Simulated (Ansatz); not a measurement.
Species: azulene-1,3 wire `CSc1cc(SC)c2cccccc1-2` (charge 0, multiplicity 1).

Problem. Give a relaxed geometry from Ansatz (a quantum-chemistry and plane-wave program) with PBE-D3(BJ)/def2-SVP.

Solution. One answer among several that fit: the end point of this relaxation, one of several conformers (outside a Z-matrix the atoms follow the SMILES, hydrogens last).
Z-matrix (Å, degrees):
```
C
C 1 1.3941
H 2 1.1046 1 115.17
C 2 1.4100 3 115.57 1 179.82
H 4 1.1014 2 115.76 3 -0.02
C 4 1.4057 5 115.93 2 -179.93
H 6 1.1036 4 114.99 5 0.27
C 6 1.4056 7 114.99 4 179.89
H 8 1.1014 6 115.94 7 0.19
C 8 1.4101 9 115.75 6 179.84
C 10 1.3940 8 129.27 9 179.73
H 10 1.1046 11 115.19 1 179.41
C 1 1.4247 2 125.98 3 -0.43
C 13 1.4183 1 108.57 2 179.21
H 14 1.0959 13 125.16 1 -179.91
C 14 1.4181 15 125.19 13 179.95
S 16 1.7608 14 128.10 15 0.55
S 13 1.7608 14 128.07 15 0.86
C 17 1.8147 16 101.59 14 -3.14
H 19 1.1064 17 105.90 16 -178.98
H 19 1.1083 20 108.98 17 -120.02
H 19 1.1083 20 108.86 21 -119.97
C 18 1.8150 13 101.58 14 -6.83
H 23 1.1064 18 105.91 13 -177.80
H 23 1.1082 24 109.05 18 -120.00
H 23 1.1083 24 108.79 25 -119.97
```
